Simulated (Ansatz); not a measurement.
Basis-set extrapolation for C₁₂H₂₂, SMILES `C1CCC(C2CCCCC2)CC1` (PBE0-D4/def2-TZVP geometry, frozen core, Ansatz 0.2.0). Multiplicity 1, RHF reference.

|  | def2-TZVPP | def2-QZVPP |
| --- | --- | --- |
| HF | -467.391533 | -467.412470 |
| MP2 correlation | -2.077200 | -2.203885 |
| CCSD(T) correlation | -2.277870 | not run |

Energies in hartree. Use E(X) = E(∞) + A·exp(−7.88·√X) for Hartree–Fock and E(X) = E(∞) + B·X^(−2.97) for correlation, with X = 3 and 4, and add CCSD(T) minus MP2 of the smaller set to the MP2 limit.

Problem. What is the CCSD(T) energy at the basis-set limit?

Solution. HF limit: -467.412470 + (-0.020937) × 0.13774 = -467.41535. MP2 limit: -2.203885 + (-0.126685) × 0.74074 = -2.29773. Higher-order term: -2.277870 − (-2.077200) = -0.20067. Total: -469.91375 hartree, 641.5 kJ/mol below CCSD(T)/def2-TZVPP.
